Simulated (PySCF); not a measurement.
CH12Si4.
Geometry (PBE0-D3(BJ)/def2-SVP, Å), atoms numbered from 1 in this order:
```xyz
17
CH12Si4 angstrom
C     -0.1782   -0.2189   -2.0563
Si    -0.0166   -0.0224   -0.1771
Si    -0.1631    2.2328    0.4499
Si    -1.7180   -1.1872    0.9385
Si     2.0481   -0.8360    0.5795
H     -1.1482    0.1671   -2.4050
H     -0.1047   -1.2795   -2.3418
H      0.6206    0.3348   -2.5730
H     -0.0279    2.3601    1.9344
H     -1.4821    2.8111    0.0399
H      0.9232    3.0339   -0.1982
H     -3.0643   -0.6714    0.5348
H     -1.6590   -2.6480    0.6147
H     -1.5674   -1.0210    2.4176
H      2.1982   -2.2911    0.2606
H      3.1746   -0.0949   -0.0715
H      2.1540   -0.6590    2.0612
```

Computed with PySCF at PBE0/pcSseg-1 and PBE0/def2-SVPD, non-relativistic, on one gas-phase PBE0-D3(BJ)/def2-SVP geometry that isn't relaxed in the solvent. The solvent is an IEF-PCM continuum (van der Waals radii × 1.2). Only the electrostatic response of the medium enters.

Gas phase at PBE0/pcSseg-1: HOMO -7.84 eV, LUMO -0.35 eV, dipole 0.97 D.

Question: What does the continuum do to the energy, the frontier levels and the dipole at PBE0/pcSseg-1 in tetrahydrofuran and methanol?

Answer: 
| solvent | ε | E(solvent) − E(gas) (kcal/mol) | polarisation term (kcal/mol) | distortion of the solute (kcal/mol) | HOMO (eV) | LUMO (eV) | dipole (D) |
| --- | --- | --- | --- | --- | --- | --- | --- |
| tetrahydrofuran | 7.426 | -0.72 | -0.80 | 0.08 | -7.68 | -0.16 | 1.25 |
| methanol | 32.61 | -0.87 | -0.97 | 0.10 | -7.66 | -0.14 | 1.32 |

The polarisation term is half the interaction of the solute with the surface charges that it induces; the rest is the cost of distorting the solute's density. The sum is the electrostatic part of solvation alone. From tetrahydrofuran to methanol the lowering changes by a factor 1.20, Onsager's factor (ε − 1)/(2ε + 1) by 1.18 and ε itself by 4.4.

Question: Give the dipole vector in the frame of the coordinates (D, pointing from negative to positive charge), gas and methanol.

Answer: Gas (-0.08, -0.11, -0.96), solvent (-0.11, -0.15, -1.31). Its length changes by +36 % and its direction by less than 1°.

Question: Which Hirshfeld charges (PBE0/pcSseg-1) respond most in methanol (means over atoms taken as equivalent)?

Answer: 
```json
{"atoms": "Si2", "environment": "four-coordinate silicon", "gas (e)": "+0.129", "solvent (e)": "+0.136", "change": "+0.007"}
{"atoms": "H6/H7/H8", "environment": "methyl hydrogen", "gas (e)": "+0.044", "solvent (e)": "+0.047", "change": "+0.003"}
{"atoms": "H9 (×9)", "environment": "Si–H hydrogen", "gas (e)": "-0.073", "solvent (e)": "-0.075", "change": "-0.002"}
{"atoms": "C1", "environment": "Si-methyl carbon", "gas (e)": "-0.204", "solvent (e)": "-0.203", "change": "+0.001"}
{"atoms": "Si3/Si4/Si5", "environment": "SiH3 silicon", "gas (e)": "+0.201", "solvent (e)": "+0.201", "change": "0.000"}
```

Gas phase at PBE0/def2-SVPD: HOMO -7.75 eV, LUMO -0.36 eV, dipole 1.03 D.

Question: What does the continuum do to the energy, the frontier levels and the dipole at PBE0/def2-SVPD in methanol?

Answer: 
```
 solvent      ε  E(solvent) − E(gas) (kcal/mol)  polarisation term (kcal/mol)  distortion of the solute (kcal/mol)  HOMO (eV)  LUMO (eV)  dipole (D)
methanol  32.61                           -0.85                         -0.98                                 0.13      -7.60      -0.17        1.45
```

Question: How does the static polarisability (PBE0/def2-SVPD, frozen core, with the continuum's full static response) change?

Answer: 
```csv
medium,isotropic (au),principal values (au),⟨r²⟩ of the electrons (bohr²)
gas,137.1,"124.6, 143.2, 143.4",1414.4
methanol,196.6,"181.5, 204.0, 204.3",1415.2
```

The isotropic value in methanol is 1.43 times the gas-phase one; no cavity-field correction is applied. ⟨r²⟩ is taken about the centre of nuclear charge.

On an Intel Xeon at 2.50 GHz with one thread (shared host), this took 67 s wall and 0.97 GiB of memory at its peak. This is the whole shielding run at PBE0/pcSseg-1 in methanol, SCF included.
